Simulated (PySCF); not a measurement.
**Nuclear quadrupole coupling in `FC(F)(F)[SiH2]OCC[SiH3]`**

Species: C₃H₉F₃OSi₂.
Atom-mapped SMILES: `[F:1][C:2]([F:3])([F:4])[SiH2:5][O:6][CH2:7][CH2:8][SiH3:9]` (hydrogens: H10, H11 on Si5; H12, H13 on C7; H14, H15 on C8; H16, H17, H18 on Si9)

Structure used (GFN2-xTB), in Å, numbered top down from 1:
```xyz
18
C3H9F3OSi2 angstrom
F     -2.092    1.109   -2.052
C     -2.722    0.859   -0.884
F     -4.034    1.051   -1.123
F     -2.350    1.864   -0.052
Si    -2.277   -0.901   -0.151
O     -0.687   -1.049   -0.125
C      0.409   -0.240    0.265
C      1.623   -0.606   -0.562
Si     3.158    0.421   -0.098
H     -2.683   -1.896   -1.122
H     -2.935   -0.880    1.153
H      0.595   -0.417    1.330
H      0.154    0.814    0.130
H      1.377   -0.463   -1.615
H      1.825   -1.669   -0.430
H      4.289   -0.090   -0.871
H      2.923    1.832   -0.405
H      3.419    0.268    1.335
```

Field gradients from the PBE0/pcSseg-1 density (PySCF, non-relativistic), principal values in atomic units, ordered |Vxx| ≤ |Vyy| ≤ |Vzz|:

```json
{"atom": "O6", "Vxx": "-0.6129", "Vyy": "-1.0894", "Vzz": "1.7023"}
```

Q: Find the asymmetry η = (Vxx − Vyy)/Vzz and the couplings χ = eQV/h (234.96 MHz × Q in barn × V in au), with Q(17O) = −0.0256 b.

A: 
| atom | environment | nucleus | η | χzz (MHz) | χxx (MHz) | χyy (MHz) |
| --- | --- | --- | --- | --- | --- | --- |
| O6 | silyl ether oxygen | 17O | 0.28 | -10.24 | 3.69 | 6.55 |

The tensor is traceless: Vxx + Vyy + Vzz = 0.

Q: What is Vzz at O6 in SI units (1 au = 9.71736 × 10²¹ V/m²)?

A: 1.7023 au = 16.542 × 10²¹ V/m².

Q: And the gradient at the other heavy atoms, for which no coupling is worked out here?

A: 
```json
{"atom": "F1", "environment": "fluorine of a CF3 group", "Vzz (au)": "2.816", "η": "0.05"}
{"atom": "C2", "environment": "CF3 carbon", "Vzz (au)": "-0.564", "η": "0.02"}
{"atom": "F3", "environment": "fluorine of a CF3 group", "Vzz (au)": "2.816", "η": "0.03"}
{"atom": "F4", "environment": "fluorine of a CF3 group", "Vzz (au)": "2.801", "η": "0.05"}
{"atom": "Si5", "environment": "oxygen-bound silicon", "Vzz (au)": "-0.494", "η": "0.78"}
{"atom": "C7", "environment": "sp3 carbon bound to oxygen", "Vzz (au)": "0.476", "η": "0.13"}
{"atom": "C8", "environment": "sp3 carbon bound to silicon", "Vzz (au)": "0.079", "η": "0.58"}
{"atom": "Si9", "environment": "SiH3 silicon", "Vzz (au)": "0.098", "η": "0.28"}
```

Q: What couplings would deuterons (Q(2H) = 0.00286 b) have in place of the hydrogens, at this geometry?

A: 
```json
{"atom": "H10", "bonded to": "Si5", "bond length (Å)": "1.449", "Vzz (au)": "0.1683", "η": "0.01", "χzz (kHz)": "113"}
{"atom": "H11", "bonded to": "Si5", "bond length (Å)": "1.460", "Vzz (au)": "0.1580", "η": "0.02", "χzz (kHz)": "106"}
{"atom": "H12", "bonded to": "C7", "bond length (Å)": "1.095", "Vzz (au)": "0.2896", "η": "0.07", "χzz (kHz)": "195"}
{"atom": "H13", "bonded to": "C7", "bond length (Å)": "1.093", "Vzz (au)": "0.2872", "η": "0.10", "χzz (kHz)": "193"}
{"atom": "H14", "bonded to": "C8", "bond length (Å)": "1.091", "Vzz (au)": "0.3102", "η": "0.04", "χzz (kHz)": "208"}
{"atom": "H15", "bonded to": "C8", "bond length (Å)": "1.091", "Vzz (au)": "0.3109", "η": "0.04", "χzz (kHz)": "209"}
{"atom": "H16", "bonded to": "Si9", "bond length (Å)": "1.463", "Vzz (au)": "0.1633", "η": "0.00", "χzz (kHz)": "110"}
{"atom": "H17", "bonded to": "Si9", "bond length (Å)": "1.462", "Vzz (au)": "0.1631", "η": "0.01", "χzz (kHz)": "110"}
{"atom": "H18", "bonded to": "Si9", "bond length (Å)": "1.465", "Vzz (au)": "0.1616", "η": "0.01", "χzz (kHz)": "109"}
```

The structure is a single GFN2-xTB conformer in the gas phase; no vibrational or solvent corrections. GFN2-xTB bond lengths can be off by several hundredths of an ångström, more for odd bonds, and the gradients follow them. These gradients aren't converged with respect to the basis.

These values come from a run that also computed NMR shieldings. Time: 73 s; peak memory 0.94 GiB. Hardware: one thread, Arm Neoverse N1 (aarch64) (shared host).
